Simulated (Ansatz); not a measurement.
Computed with Ansatz on PBE0-D4/def2-TZVP structures; ΔE is electronic, products minus reactants. CCSD(T)/CBS adds triple-zeta CCSD(T) − MP2 to the extrapolated MP2 energy (def2 sets, frozen cores). This one scheme is used for every species. Functionals use def2-TZVPP. HSE06 is defined as in plane-wave codes. Elements past krypton have def2 core potentials. For In outer-core shells are correlated without core-valence functions, which leaves a few kJ/mol of doubt a bond.

Consider the ligand exchange at the In–F bond: `C#[C][In]([F])[Cl]` + HCl → `C#[C][In]([Cl])[Cl]` + H–F.

`C#[C][In]([F])[Cl]`:

```xyz
6

C    -1.908   -0.638    0.383
C    -0.790   -0.241    0.166
In    1.114    0.413   -0.210
F     1.637    2.223    0.221
Cl    2.844   -0.772   -1.136
H    -2.898   -0.986    0.576
```

HCl:

```xyz
2

Cl   -0.601    0.016   -0.217
H     0.601   -0.016    0.217
```

`C#[C][In]([Cl])[Cl]`:

Cartesian coordinates in Å:
```
C 0.717 1.919 -0.288
C 0.300 0.800 -0.120
In -0.412 -1.105 0.166
Cl -0.775 -2.574 -1.568
Cl -0.914 -1.950 2.247
H 1.085 2.909 -0.437
```

H–F:

Cartesian coordinates in Å:
```
F -0.357 -0.091 0.275
H 0.357 0.091 -0.275
```

(1) Is it downhill or uphill in electronic energy at CCSD(T)/CBS, and by how much? (An estimate is asked.)

(2) What do these levels give: PBE-D4, BLYP-D4, r2SCAN-D4, PBE0-D4, r2SCANh-D4, CAM-B3LYP-D4, HSE06, CCSD/def2-SVP, MP2/def2-TZVPP, SCS-MP2/def2-TZVPP, CCSD/def2-TZVPP, MP2/def2-QZVPP? (Estimate.)

Largest T1 diagnostic among the species: 0.015.

Answers

(1) The calculation gave: Downhill: ΔE = -0.62 eV.

(2) The calculation gave: PBE-D4 -0.55, BLYP-D4 -0.49, r2SCAN-D4 -0.56, PBE0-D4 -0.64, r2SCANh-D4 -0.60, CAM-B3LYP-D4 -0.53, HSE06 -0.63, CCSD/def2-SVP -0.54, MP2/def2-TZVPP -0.68, SCS-MP2/def2-TZVPP -0.62, CCSD/def2-TZVPP -0.62, MP2/def2-QZVPP -0.67 eV.

The D4 term adds −0.04 eV with B3LYP and −0.03 eV with PBE0; it sums over pairs of atoms, weighted by their polarisabilities, and B3LYP, whose exchange is more repulsive, gets the larger term. From PBE to PBE0 (25 % exact exchange), in def2-TZVPP and without D4, ΔE moves by −0.10 eV.

B3LYP here is the variant with VWN-RPA as its local correlation; programs differ in this.
